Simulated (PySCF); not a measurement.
PySCF job for N-methyl-N-silylpropan-2-amine (C4H13NSi), SMILES CC(C)N(C)[SiH3], B3LYP-D3(BJ)/def2-SVP. The structure is a stationary point at B3LYP-D3(BJ)/def2-SVP. The values are those of a single conformer.

```python
import numpy as np
from pyscf import gto, scf, dft, df
from pyscf.hessian import thermo

mol = gto.M(
    atom='''
    C    -1.70748886   -1.28926265    0.63212906
    C    -0.98997245    0.01574583    0.26695915
    C    -1.72290857    0.76727017   -0.85349777
    N     0.43391402   -0.20267513   -0.02449867
    C     0.75634570   -1.02656269   -1.17688922
    Si    1.63008389    0.87065535    0.63945238
    H    -2.72926523   -1.08092425    0.98619185
    H    -1.16195553   -1.81823966    1.42810591
    H    -1.79368536   -1.96495167   -0.23374314
    H    -1.01875781    0.65751149    1.16495364
    H    -1.77438185    0.16466869   -1.77465644
    H    -2.75683047    1.00357267   -0.55590002
    H    -1.20964907    1.71164309   -1.09350186
    H     1.84119965   -1.21174214   -1.21254031
    H     0.47080551   -0.57077912   -2.14591408
    H     0.26559427   -2.01333865   -1.11965222
    H     1.81297274    2.17141899   -0.09089120
    H     2.94770117    0.17057827    0.61725472
    H     1.23182468    1.20698907    2.03724297
    ''',
    basis='def2-SVP',
    charge=0,
    spin=0,
    max_memory=1600,
    verbose=3,
)
mf = dft.RKS(mol, xc='b3lyp').density_fit(auxbasis='def2-universal-jkfit')
mf.disp = 'd3bj'
mf.grids.level = 3
mf.conv_tol = 1e-11
mf.max_cycle = 100
mf.kernel()

# [left out here: the lines that compute and print the analytic Hessian (its translational invariance restored by hand, since the grid's response is missing), thermochemistry and intensities]
```

Log of the run:

```
converged SCF energy = -504.303226014433

WARN: DFTD3 does not support analytical Hessian, using finite difference


WARN: Mole.unit (angstrom) is changed to Bohr

Mode                                 0                   1                   2
Irrep
Freq [cm^-1]                       39.7967             91.9821            120.3426
Reduced mass [au]                   2.5981              1.1217              1.6606
Force const [Dyne/A]                0.0024              0.0056              0.0142
Char temp [K]                      57.2586            132.3417            173.1462
Normal mode                   x     y     z       x     y     z       x     y     z
       0   C                -0.04 -0.04 -0.10   -0.00 -0.03 -0.01    0.05 -0.00 -0.02
       1   C                 0.00 -0.03  0.03   -0.02 -0.01  0.01   -0.01  0.03 -0.03
       2   C                 0.04  0.08  0.08   -0.03 -0.01  0.01   -0.08  0.01 -0.00
       3   N                 0.01 -0.03  0.04   -0.02  0.02  0.02   -0.01  0.09 -0.07
       4   C                 0.01 -0.08  0.07    0.00  0.05  0.00   -0.00 -0.06  0.04
       5  Si                -0.01  0.04 -0.05    0.03 -0.01 -0.01    0.02 -0.02  0.03
       6   H                -0.02 -0.04 -0.06   -0.01 -0.05 -0.02    0.07 -0.04  0.05
       7   H                -0.04 -0.15 -0.16    0.00 -0.03 -0.01    0.12 -0.01 -0.07
       8   H                -0.08  0.05 -0.17    0.02 -0.02 -0.02    0.01  0.02 -0.04
       9   H                 0.00 -0.11  0.08   -0.04 -0.02  0.02   -0.01  0.03 -0.02
      10   H                 0.07  0.18  0.02    0.00  0.00  0.00   -0.05  0.03 -0.01
      11   H                 0.03  0.06  0.07   -0.04 -0.05  0.00   -0.09 -0.07  0.02
      12   H                 0.05  0.11  0.19   -0.06  0.01  0.03   -0.14  0.05  0.02
      13   H                 0.02  0.01  0.03   -0.00 -0.01  0.06    0.04  0.22 -0.12
      14   H                -0.07 -0.15  0.06    0.09  0.11  0.00   -0.29 -0.31  0.01
[...]
Force const [Dyne/A]                2.9712              3.0548              5.4660
Char temp [K]                    3189.5053           3196.4575           4280.1770
Normal mode                   x     y     z       x     y     z       x     y     z
       0   C                -0.00  0.00  0.00   -0.00  0.00  0.00   -0.00 -0.00 -0.00
       1   C                 0.00 -0.00 -0.00    0.00  0.00  0.00    0.00  0.00  0.00
       2   C                -0.00  0.00  0.00   -0.00  0.00  0.00   -0.00 -0.00 -0.00
       3   N                -0.00 -0.00  0.00    0.00 -0.00 -0.00   -0.00  0.00  0.00
       4   C                -0.00  0.00  0.00   -0.00  0.00 -0.00    0.01 -0.00  0.06
       5  Si                -0.02  0.01 -0.02    0.02 -0.02 -0.03   -0.00 -0.00 -0.00
       6   H                -0.00 -0.00 -0.00   -0.00 -0.00 -0.00    0.01 -0.00 -0.00
       7   H                 0.00  0.00 -0.00    0.00 -0.00 -0.00   -0.00  0.00 -0.00
       8   H                 0.00  0.00  0.00    0.00  0.00 -0.00    0.00  0.02  0.02
       9   H                -0.00 -0.00 -0.00   -0.01 -0.00 -0.00   -0.00 -0.02 -0.02
      10   H                 0.00  0.00  0.00    0.00 -0.00 -0.00    0.00  0.03  0.05
      11   H                -0.00  0.00 -0.00   -0.00 -0.00 -0.00    0.03 -0.01 -0.01
      12   H                 0.00 -0.00  0.00    0.00 -0.00 -0.00   -0.01 -0.02  0.00
      13   H                -0.00 -0.00 -0.00    0.00  0.00  0.00    0.26 -0.05  0.00
      14   H                 0.00 -0.01  0.00   -0.00 -0.00 -0.00   -0.23  0.38 -0.75
      15   H                 0.00  0.00 -0.01   -0.00  0.00 -0.00   -0.14 -0.30  0.04
      16   H                 0.01  0.12 -0.07    0.02  0.01 -0.03    0.00  0.01 -0.00
      17   H                 0.71 -0.38 -0.01   -0.49  0.26  0.00    0.00 -0.00 -0.00
      18   H                -0.15  0.13  0.52   -0.21  0.17  0.75    0.00  0.00  0.00
Mode                                42                  43                  44
Irrep
Freq [cm^-1]                     3027.0564           3027.3226           3033.2989
Reduced mass [au]                   1.0687              1.0530              1.0384
Force const [Dyne/A]                5.7698              5.6858              5.6289
Char temp [K]                    4355.2601           4355.6432           4364.2417
Normal mode                   x     y     z       x     y     z       x     y     z
       0   C                 0.01  0.02  0.00    0.01  0.01 -0.01    0.02  0.04 -0.01
       1   C                 0.00 -0.04 -0.05   -0.00  0.03  0.04   -0.00  0.00  0.00
       2   C                -0.01  0.02 -0.01   -0.02  0.01 -0.03    0.01 -0.01  0.02
       3   N                 0.00 -0.00 -0.00   -0.00 -0.00 -0.00    0.00  0.00  0.00
       4   C                 0.00 -0.01  0.00   -0.00 -0.01 -0.00   -0.00 -0.01  0.01
       5  Si                 0.00 -0.00 -0.00   -0.00  0.00  0.00   -0.00 -0.00  0.00
       6   H                -0.13  0.03  0.05   -0.21  0.05  0.07   -0.45  0.10  0.16
       7   H                 0.07 -0.06  0.10    0.10 -0.09  0.14    0.23 -0.21  0.33
       8   H                -0.02 -0.15 -0.21   -0.01 -0.10 -0.13   -0.03 -0.31 -0.41
       9   H                -0.02  0.44  0.62    0.01 -0.32 -0.45    0.00 -0.04 -0.06
      10   H                 0.01  0.12  0.18    0.01  0.27  0.39   -0.01 -0.15 -0.22
      11   H                 0.29 -0.06 -0.09    0.36 -0.08 -0.11   -0.25  0.05  0.08
      12   H                -0.15 -0.26  0.06   -0.18 -0.32  0.07    0.13  0.24 -0.06
      13   H                -0.04  0.00  0.00   -0.03  0.00  0.00   -0.02  0.00  0.00
      14   H                -0.01  0.02 -0.04    0.01 -0.01  0.02   -0.03  0.04 -0.09
      15   H                 0.04  0.09 -0.01    0.03  0.07 -0.01    0.05  0.10 -0.01
      16   H                 0.00  0.00  0.00   -0.00 -0.00  0.00    0.00  0.00 -0.00
      17   H                -0.00  0.00  0.00   -0.00 -0.00 -0.00    0.00 -0.00 -0.00
      18   H                -0.00  0.00  0.00    0.00 -0.00 -0.00    0.00  0.00 -0.00
Mode                                45                  46                  47
Irrep
Freq [cm^-1]                     3050.6931           3100.2875           3108.0357
Reduced mass [au]                   1.0880              1.1010              1.1034
Force const [Dyne/A]                5.9660              6.2348              6.2800
Char temp [K]                    4389.2682           4460.6235           4471.7714
Normal mode                   x     y     z       x     y     z       x     y     z
       0   C                 0.01  0.01 -0.01    0.00 -0.00 -0.01   -0.03  0.03  0.04
       1   C                 0.00 -0.00 -0.00   -0.00 -0.00 -0.00    0.00 -0.00 -0.00
       2   C                -0.00  0.00  0.00   -0.00 -0.00 -0.00    0.03 -0.04 -0.05
       3   N                -0.00 -0.00  0.00   -0.00  0.00  0.00   -0.00  0.00  0.00
       4   C                -0.01  0.07 -0.03    0.09  0.01  0.00    0.01  0.01 -0.00
       5  Si                -0.00 -0.00 -0.00    0.00 -0.00 -0.00    0.00 -0.00 -0.00
       6   H                -0.12  0.03  0.04   -0.09  0.02  0.03    0.36 -0.08 -0.12
       7   H                 0.07 -0.06  0.09    0.03 -0.03  0.04   -0.02  0.02 -0.01
       8   H                -0.00 -0.04 -0.06    0.01  0.07  0.09   -0.03 -0.25 -0.33
       9   H                -0.00  0.03  0.04   -0.00  0.01  0.01   -0.00  0.01  0.02
      10   H                -0.00 -0.00 -0.00    0.00  0.01  0.02    0.03  0.31  0.46
      11   H                 0.04 -0.01 -0.01   -0.00  0.00  0.00   -0.48  0.10  0.14
      12   H                -0.01 -0.02  0.01    0.01  0.03 -0.01    0.03  0.04 -0.02
      13   H                 0.33 -0.04 -0.02   -0.84  0.14  0.02   -0.05  0.01  0.00
      14   H                 0.11 -0.15  0.32   -0.01  0.05 -0.09    0.01 -0.01  0.02
      15   H                -0.37 -0.69  0.05   -0.17 -0.34  0.03   -0.03 -0.06  0.00
      16   H                 0.00  0.00  0.00   -0.00  0.00  0.00   -0.00  0.00  0.00
      17   H                 0.00 -0.00  0.00   -0.00  0.00  0.00   -0.00  0.00  0.00
      18   H                 0.00 -0.00  0.00   -0.00  0.00  0.00   -0.00  0.00  0.00
Mode                                48                  49                  50
Irrep
Freq [cm^-1]                     3114.6589           3115.0710           3124.6211
Reduced mass [au]                   1.1026              1.1043              1.1048
Force const [Dyne/A]                6.3021              6.3135              6.3550
Char temp [K]                    4481.3006           4481.8937           4495.6340
Normal mode                   x     y     z       x     y     z       x     y     z
       0   C                 0.03 -0.03 -0.04    0.01 -0.01 -0.03   -0.07  0.02 -0.05
       1   C                 0.00 -0.01 -0.01    0.00 -0.00 -0.00   -0.00 -0.00 -0.00
       2   C                -0.00 -0.05 -0.03    0.07  0.04 -0.02   -0.01 -0.00  0.00
       3   N                -0.00  0.00  0.00   -0.00 -0.00  0.00    0.00 -0.00  0.00
       4   C                -0.01 -0.00 -0.00   -0.00 -0.00  0.00   -0.00 -0.00 -0.00
       5  Si                 0.00 -0.00 -0.00   -0.00  0.00 -0.00    0.00  0.00 -0.00
       6   H                -0.43  0.09  0.14   -0.18  0.04  0.06    0.38 -0.08 -0.15
       7   H                 0.02 -0.02  0.01    0.05 -0.05  0.07    0.39 -0.37  0.57
       8   H                 0.04  0.29  0.37    0.02  0.15  0.20    0.01  0.19  0.23
       9   H                -0.00  0.08  0.11   -0.00  0.01  0.02    0.00  0.02  0.03
      10   H                 0.02  0.28  0.42    0.01 -0.05 -0.09   -0.00  0.01  0.01
      11   H                -0.15  0.03  0.04   -0.52  0.13  0.16    0.05 -0.01 -0.01
      12   H                 0.18  0.32 -0.09   -0.31 -0.58  0.14    0.03  0.05 -0.01
      13   H                 0.11 -0.02 -0.00    0.02 -0.00 -0.00    0.03 -0.00 -0.00
      14   H                 0.00 -0.01  0.02   -0.00  0.01 -0.01   -0.00 -0.00  0.00
      15   H                 0.03  0.07 -0.01    0.01  0.02 -0.00    0.02  0.04 -0.00
      16   H                -0.00  0.00 -0.00    0.00 -0.00  0.00   -0.00 -0.00  0.00
      17   H                 0.00  0.00  0.00    0.00 -0.00  0.00   -0.00 -0.00  0.00
      18   H                -0.00  0.00  0.00   -0.00  0.00  0.00   -0.00 -0.00  0.00
temperature 298.1500 [K]
pressure 101325.00 [Pa]
Rotational constants [GHz] 3.84639 1.77752 1.66817
Symmetry number 1
Zero-point energy (ZPE) 0.16304 [Eh]   428053.070 [J/mol]
                           tot       elec      trans        rot        vib
Entropy [J/mol/K]       390.105      0.000    166.578    116.043    107.484
Cv [J/mol/K]            137.758      0.000     12.472     12.472    112.814
Cp [J/mol/K]            146.072      0.000     20.786     12.472    112.814
Internal energy [J/mol]                      3718.434   3718.434 445044.425
Internal energy [Eh]   -504.13088  -504.30323
Enthalpy [J/mol]                             6197.391   3718.434 445044.425
Enthalpy [Eh]          -504.12994
Gibbs free energy [J/mol]                  -43467.766 -30879.828 412997.998
Gibbs free energy [Eh] -504.17424
mode   freq/cm-1   IR/(km/mol)
   1       39.80         0.093
   2       91.98         0.185
   3      120.34         1.240
   4      192.56         1.296
   5      231.86         0.068
   6      248.99         0.702
   7      258.63         0.154
   8      310.15         0.024
   9      366.61         0.524
  10      431.78         4.350
  11      487.32         6.291
  12      671.32         6.949
  13      700.00        46.893
  14      719.06        30.133
  15      863.01        12.731
  16      918.69        68.106
  17      919.72        16.390
  18      938.10         0.599
  19      980.96        66.209
  20      984.05       334.578
  21      996.09        55.216
  22     1082.53        16.769
  23     1129.01         5.080
  24     1145.77         7.079
  25     1169.09         0.932
  26     1232.56       120.252
  27     1252.73        28.410
  28     1338.75         4.854
  29     1382.83        11.950
  30     1392.05         2.166
  31     1413.48        32.931
  32     1445.28         5.882
  33     1455.41         3.506
  34     1457.46         0.804
  35     1472.33         2.430
  36     1472.73         4.660
  37     1486.95         2.286
  38     1499.21        14.297
  39     2151.33       183.632
  40     2216.82       100.021
  41     2221.65       131.205
  42     2974.87        69.515
  43     3027.06        14.521
  44     3027.32        11.231
  45     3033.30        14.112
  46     3050.69        46.232
  47     3100.29        19.902
  48     3108.04         1.219
  49     3114.66        45.323
  50     3115.07        26.634
  51     3124.62        22.664
max |gradient| / (hartree/bohr): 4.5307265519001715e-05
APT charges: [-0.0037  0.4528 -0.0162 -0.9411  0.3428  1.2987 -0.0217 -0.0106 -0.0117
 -0.0578 -0.0107 -0.0208 -0.0158 -0.006  -0.0729 -0.0394 -0.3266 -0.2706
 -0.2686]
```

The run converged.

Cost: roughly 14 core-minutes.
